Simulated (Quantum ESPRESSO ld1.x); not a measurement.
Task: Radial electron density D(r) = 4 pi r^2 rho(r) of an atom or ion with 4 electrons. Calculated with ld1.x of Quantum ESPRESSO 7.5: non-relativistic Kohn-Sham, LDA (Slater exchange, Gunnarsson-Lundqvist correlation), spin-unpolarised, spherical densities, point nucleus.

| r (bohr) | D(r) (e/bohr) |
|---|---|
| 0.01177 | 0.3092 |
| 0.01438 | 0.4447 |
| 0.01756 | 0.6345 |
| 0.02145 | 0.8966 |
| 0.0262 | 1.252 |
| 0.03175 | 1.701 |
| 0.03878 | 2.301 |
| 0.04736 | 3.046 |
| 0.05785 | 3.927 |
| 0.07066 | 4.906 |
| 0.0863 | 5.895 |
| 0.1054 | 6.757 |
| 0.1277 | 7.299 |
| 0.156 | 7.390 |
| 0.1905 | 6.877 |
| 0.2327 | 5.781 |
| 0.2842 | 4.315 |
| 0.3472 | 2.858 |
| 0.424 | 1.810 |
| 0.5138 | 1.403 |
| 0.6276 | 1.528 |
| 0.7665 | 1.867 |
| 0.9362 | 2.009 |
| 1.143 | 1.740 |
| 1.397 | 1.165 |
| 1.706 | 0.5814 |
| 2.067 | 0.2159 |
| 2.525 | 0.05171 |
| 3.084 | 0.007653 |
| 3.766 | 0.0006371 |

What is the nuclear charge?

Result: Z = 7. The innermost maximum, from 1s, lies near 1/Z = 0.143 bohr (found: 0.146), and its height grows with Z. The density is that of the nitrogen ion N3+ in [He] 2s2; the configuration itself is not fixed sharply by these data. D(r) has 2 maxima, at r = 0.146, 0.914 bohr, and minima at 0.535 bohr, inside which lie 2.06 electrons.
